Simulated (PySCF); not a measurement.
Continuum solvent and chemical shifts

Atom-mapped SMILES (the numbers label the heavy atoms): `[F:1][Si:2]([F:3])([F:4])[SH:5]` (H(Xn): hydrogen on atom n).

GIAO PBE0/pcSseg-1 in PySCF 2.14 on one PBE0-D3(BJ)/def2-SVP conformer, non-relativistic, equivalent nuclei averaged. Solvents enter as an IEF-PCM continuum (benzene with ε = 2.3, chloroform with ε = 4.7, methanol with ε = 32.6) around the gas-phase geometry. Shifts are referred to CFCl3, TMS, CS2 computed in the same medium.

Gas phase, δ in ppm: F1/F3/F4 -123.1, Si2 -47.0, S5 -234.2, H(S5) 1.01. Dipole moment 1.76 D.

**Question.** How does each δ change in the continuum?

**Answer.** 
| atoms | environment | Δδ, benzene | Δδ, chloroform | Δδ, methanol |
| --- | --- | --- | --- | --- |
| F1/F3/F4 | fluorine bonded to Si | 0.0 | 0.0 | 0.0 |
| Si2 | silicon bonded to 3 F, S | 0.0 | 0.0 | -0.1 |
| S5 | sulfur bonded to Si, H | -5.2 | -8.2 | -11.3 |
| H(S5) | hydrogen on a sulfur bonded to Si | +0.51 | +0.83 | +1.17 |

Changes are relative to the gas phase. The dipole moment becomes 1.93 D in benzene, 2.05 D in chloroform, 2.17 D in methanol.

**Question.** Which nuclei move most (in ppm), and what does the model miss?

**Answer.** S5 (sulfur bonded to Si, H, -11.3 ppm) in methanol. A continuum only polarises the solute; specific hydrogen bonds, the anisotropy of aromatic solvents and changes of geometry or conformer are outside it.
